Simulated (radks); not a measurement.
Values are calculated unless marked as measured or tabulated.
Q: All-electron atom: Ir in [Xe] 4f13 5d7 6s2 6p1 (not the ground configuration). Code: a radial shooting solver on a logarithmic mesh with Libxc functionals. Model: scalar-relativistic Kohn-Sham, PBE, spin-polarised, spherical densities, finite nucleus; open shells are filled with parallel spins first (spin-orbit coupling, left out, can overturn this in heavy ions); Fermi nuclear charge, rms radius 5.4032 fm. Some entries of the table are withheld. Estimate them.

| orbital | occ. | eigenvalue (hartree) | <r> (bohr) | <1/r> (bohr^-1) |
|---|---|---|---|---|
| 1s up | 1 | -2797.227 | 0.01744 | 92.15 |
| 1s down | 1 | -2797.227 | 0.01744 | 92.15 |
| 2s up | 1 | -489.8964 | 0.07362 | 21.59 |
| 2s down | 1 | -489.8875 | 0.07362 | 21.59 |
| 2p up | 3 | -425.7986 | 0.06624 | 19.36 |
| 2p down | 3 | -425.7913 | 0.06624 | 19.36 |
| 3s up | 1 | -115.1462 | 0.1905 | 8.001 |
| 3s down | 1 | -115.1170 | 0.1905 | 8.002 |
| 3p up | 3 | -96.39447 | 0.1913 | 7.337 |
| 3p down | 3 | -96.36456 | 0.1913 | 7.338 |
| 3d up | 5 | -75.71390 | 0.1733 | 6.916 |
| 3d down | 5 | -75.68785 | 0.1733 | 6.917 |
| 4s up | 1 | -25.06468 | 0.4225 | 3.426 |
| 4s down | 1 | -25.01134 | 0.4226 | 3.425 |
| 4p up | 3 | -18.89371 | 0.4491 | 3.105 |
| 4p down | 3 | -18.84257 | 0.4492 | 3.104 |
| 4d up | 5 | -11.30951 | 0.4757 | 2.781 |
| 4d down | 5 | -11.25837 | 0.4758 | 2.780 |
| 5s up | 1 | -3.95364 | 0.9646 | 1.399 |
| 5s down | 1 | -3.88196 | 0.9625 | 1.403 |
| 4f up | 7 | -2.87849 | 0.5235 | 2.352 |
| 4f down | 6 | -2.82346 | 0.5231 | 2.353 |
| 5p up | 3 | -2.32032 | (1) | 1.193 |
| 5p down | 3 | -2.24071 | (2) | 1.197 |
| 5d up | 5 | -0.47571 | 1.566 | 0.8381 |
| 5d down | 2 | -0.39472 | 1.587 | 0.8310 |
| 6s up | 1 | -0.33305 | 2.670 | 0.4774 |
| 6s down | 1 | -0.28052 | 2.745 | 0.4635 |
| 6p up | 1 | -0.10037 | 3.904 | 0.3253 |
| 6p down | 0 | -0.06535 | 4.126 | 0.3071 |

A: 
(1) 5p up <r> (bohr): 1.109
(2) 5p down <r> (bohr): 1.107
